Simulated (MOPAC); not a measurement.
MOPAC input (MNDO):

```
MNDO 1SCF UHF MS=0.5 GEO-OK AUX(PRECISION=9) THREADS=1
C3H4Cl

C    -2.38256400 1   -0.00941300 1    0.17512300 1
C    -1.07179200 1    0.39012300 1    0.08427800 1
C    -0.00505900 1   -0.48402400 1   -0.00637800 1
Cl    1.62069300 1    0.06296300 1   -0.11833500 1
H    -3.18143700 1    0.71409000 1    0.24397600 1
H    -2.65391000 1   -1.05719600 1    0.18047000 1
H    -0.84544300 1    1.45115900 1    0.08242600 1
H    -0.11450500 1   -1.55853300 1   -0.01331200 1
```

From the output:

```
                                                       MOPAC v23.2.5 Linux

          FINAL HEAT OF FORMATION =         15.59429 KCAL/MOL =      65.24649 KJ/MOL

          COSMO AREA              =        109.93 SQUARE ANGSTROMS
          COSMO VOLUME            =         94.00 CUBIC ANGSTROMS

          IONIZATION POTENTIAL    =          9.358494 EV
          ALPHA SOMO LUMO (EV)    =         -9.358  1.038
          BETA  SOMO LUMO (EV)    =        -11.038  0.002
          NO. OF ALPHA ELECTRONS  =         12
          NO. OF BETA  ELECTRONS  =         11
          MOLECULAR WEIGHT        =         75.5176         POINT GROUP:  Cs

          MOLECULAR DIMENSIONS (Angstroms)

            Atom       Atom       Distance
            H     5   Cl     4     4.85960
            H     8    H     7     2.88421
            H     6    H     5     0.00000

          SCF CALCULATIONS        =          1

   ATOM   CHEMICAL          X               Y               Z
  NUMBER   SYMBOL      (ANGSTROMS)     (ANGSTROMS)     (ANGSTROMS)

     1       C         -2.38256400  *  -0.00941300  *   0.17512300  *
     2       C         -1.07179200  *   0.39012300  *   0.08427800  *
     3       C         -0.00505900  *  -0.48402400  *  -0.00637800  *
     4      Cl          1.62069300  *   0.06296300  *  -0.11833500  *
     5       H         -3.18143700  *   0.71409000  *   0.24397600  *
     6       H         -2.65391000  *  -1.05719600  *   0.18047000  *
     7       H         -0.84544300  *   1.45115900  *   0.08242600  *
     8       H         -0.11450500  *  -1.55853300  *  -0.01331200  *

                             CARTESIAN COORDINATES

   1    C       -2.382564000    -0.009413000     0.175123000
   2    C       -1.071792000     0.390123000     0.084278000
   3    C       -0.005059000    -0.484024000    -0.006378000
   4   Cl        1.620693000     0.062963000    -0.118335000
   5    H       -3.181437000     0.714090000     0.243976000
   6    H       -2.653910000    -1.057196000     0.180470000
   7    H       -0.845443000     1.451159000     0.082426000
   8    H       -0.114505000    -1.558533000    -0.013312000

           Empirical Formula: C3 H4 Cl  =     8 atoms

      MOLECULAR POINT GROUP   :   Cs

          ALPHA EIGENVALUES
 -38.27438 -29.71840 -25.07272 -21.46848 -17.00031 -16.01166 -14.34041 -14.05714
 -13.50842 -12.40367 -11.60854  -9.35849   1.03775   1.06870   3.53383   4.06545
   4.45190   5.16270   5.37622   5.80700

           BETA EIGENVALUES
 -37.95770 -28.63136 -24.93913 -21.30573 -16.89864 -15.87209 -14.19003 -13.55738
 -13.45593 -12.39948 -11.03757   0.00232   1.58635   1.87895   3.62589   4.46237
   4.76817   5.26089   5.64638   5.88063

              NET ATOMIC CHARGES AND DIPOLE CONTRIBUTIONS

  ATOM NO.   TYPE          CHARGE      No. of ELECS.   s-Pop       p-Pop
    1          C          -0.049802        4.0498     1.23783     2.81197
    2          C          -0.074089        4.0741     1.19564     2.87845
    3          C          -0.018327        4.0183     1.23879     2.77954
    4         Cl          -0.102447        7.1024     1.97954     5.12291
    5          H           0.050100        0.9499     0.94990
    6          H           0.045239        0.9548     0.95476
    7          H           0.068187        0.9318     0.93181
    8          H           0.081139        0.9189     0.91886
 DIPOLE           X         Y         Z       TOTAL
 POINT-CHG.    -1.509    -0.315     0.107     1.546
 HYBRID         0.008    -0.003    -0.001     0.009
 SUM           -1.501    -0.318     0.106     1.538

          ATOMIC ORBITAL ELECTRON POPULATIONS

     Atom    s        px        py        pz
    1  C   1.23783   0.90989   0.92664   0.97544
    2  C   1.19564   0.91874   0.94643   1.01327
    3  C   1.23879   0.80757   0.92441   1.04756
    4 Cl   1.97954   1.25089   1.91379   1.95823
    5  H   0.94990
    6  H   0.95476
    7  H   0.93181
    8  H   0.91886

                    (SZ)    =    0.500000
                    (S**2)  =    0.968819

          ATOMIC ORBITAL SPIN POPULATIONS

    Atom   Total    s     px     py     pz
         Atomic
    1  C  0.8284  0.042  0.049  0.040  0.697
    2  C -0.5781 -0.035 -0.054 -0.039 -0.450
    3  C  0.8481  0.046  0.045  0.043  0.714
    4 Cl -0.0045  0.000 -0.036 -0.003  0.034
    5  H -0.0408 -0.041
    6  H -0.0401 -0.040
    7  H  0.0286  0.029
    8  H -0.0416 -0.042

 **********************
 *                    *
 * JOB ENDED NORMALLY *
 *                    *
 **********************

 == MOPAC DONE ==
```

The geometry given is a B3LYP-D3(BJ)/def2-TZVP minimum.

The determinant is spin-contaminated: <S^2> is 0.97 against 0.75 for a pure state.
